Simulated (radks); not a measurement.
Results of a calculation; reference values are marked as such.
Problem. Coherent X-ray form factor from a spherical all-electron density. Level of theory: non-relativistic Kohn-Sham, OLYP, spin-polarised, spherical densities, point nucleus (a radial shooting solver on a logarithmic mesh with Libxc functionals).

sin(theta)/lambda (1/angstrom)  f0 (electrons)
0.05                                    23.762
0.1                                     23.077
0.15                                    22.020
0.2                                     20.695
0.25                                    19.212
0.3                                     17.674
0.4                                     14.726
0.5                                     12.239
0.6                                     10.323
0.8                                      7.942
1                                        6.709
1.25                                     5.734
1.5                                      4.889
2                                        3.374

The species is in the configuration that NIST lists as its ground one. Which atom or ion scatters so?

Solution. The cobalt ion Co3+, [Ar] 3d6. Extrapolating in s^2 from the first two rows gives f0(0) = 24.0, near the electron count 24; among species with that count, the fall with angle is slower the higher Z, and the table is that of Z = 27; from so few rows the species is fixed only to a neighbour or two.
